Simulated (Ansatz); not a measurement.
Born–Oppenheimer molecular dynamics of Cl3HSn (5 atoms, charge 0, multiplicity 1). It starts at the highest image of a converged band, a first-order saddle point between two minima.

Computed with UKS PBE-D4/def2-SVP in Ansatz.

```
ensemble                      : NVE (velocity Verlet)
time step                     : 0.5 fs
steps asked                   : 200
starting velocities drawn for : 300 K
seed                          : 5759
```

First frame:

```xyz
5
Properties=species:S:1:pos:R:3
Sn 0.480 1.269 0.330
Cl 1.078 -0.820 -1.240
H -0.479 -0.652 -1.046
Cl -1.769 0.058 -0.491
Cl 0.691 0.145 2.447
```

**Question.** How far do the bonds stretch over the last three quarters of this one trajectory? (Pairs bonded in most of those frames.)

**Answer.** 
| bond | mean (Å) | spread (Å) | shortest | longest |
| --- | --- | --- | --- | --- |
| Sn1–Cl2 | 2.636 | 0.021 | 2.58 | 2.66 |
| Sn1–Cl4 | 2.720 | 0.056 | 2.64 | 2.81 |
| Sn1–Cl5 | 2.397 | 0.035 | 2.36 | 2.46 |
| H3–Cl4 | 1.498 | 0.081 | 1.33 | 1.61 |

Mean temperature of the second half: 145 K. The conserved energy stayed within 0.029 meV per atom of its start (net change 0.029 meV per atom), so the integration is sound. The temperature averaged 0.48 of the 300 K drawn at the start: a run that starts near a minimum puts about half its kinetic energy into the potential. A run of 0.1 ps of so small a system gives no equilibrium averages. The orbitals stay closed-shell, which can raise the energy where a bond breaks towards radicals; this wasn't checked here.

Time of the run: 6.4 min on 2 threads of Arm Neoverse V2, with other jobs on the host, peak memory 0.15 GiB.
